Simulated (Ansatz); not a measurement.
Species: C3H9Ge (charge 0, doublet). It need not be the lowest isomer of its formula. 
Geometry from a B3LYP-D3(BJ)/def2-TZVP (Ansatz, a quantum-chemistry and plane-wave program) optimisation:
```xyz
13

C      1.7644    -0.2080    -0.6727
Ge     0.0895     0.0467     0.2605
C     -0.8971     1.5801    -0.4958
C     -1.0092    -1.5772     0.0980
H      2.6758     0.3051    -0.3893
H      1.8469    -0.8550    -1.5389
H      0.3921     0.3411     1.7489
H     -1.1232     1.3961    -1.5462
H     -1.8329     1.7247     0.0452
H     -0.3041     2.4911    -0.4211
H     -0.5003    -2.4327     0.5409
H     -1.9662    -1.4408     0.6020
H     -1.2001    -1.7924    -0.9542
```
Charge 0, spin multiplicity 2.

Quantity: atomisation energy (electronic, to ground-state atoms), in kcal/mol. Correlated levels leave the core frozen unless marked. Open shells are spin-unrestricted. Spin-orbit coupling is left out. Frozen are the shells of the preceding noble gas and the d and f shells that filled before the atom's block. Non-relativistic. The coupled-cluster limit lacks core correlation, which all-electron functionals hold. Basis-set limits of correlation are two-point, X^-3; Hartree-Fock from the larger set.

| level | program | atomisation energy (kcal/mol) |
|---|---|---|
| r2SCAN-D4/def2-TZVPD | Ansatz + dftd4 | 1096.6 |
| B3LYP/def2-TZVPD | Ansatz | 1081.9 |
| PBE0/def2-TZVP | Ansatz | 1088.9 |
| HSE06-D4/def2-TZVPD | Ansatz + dftd4 | 1094.2 |
| B2GP-PLYP/def2-TZVPD | Ansatz | 1072.8 |
| RI-MP2/CBS(cc-pVTZ,cc-pVQZ) | Ansatz | 1091.0 |
| SCS-MP2/aug-cc-pVDZ | Ansatz | 1023.7 |
| SCS-MP2/cc-pVTZ | Ansatz | 1069.2 |
| CCSD/cc-pVTZ | Ansatz | 1055.8 |
| CCSD(T)/CBS(cc-pVTZ,cc-pVQZ) | Ansatz | 1089.6 |
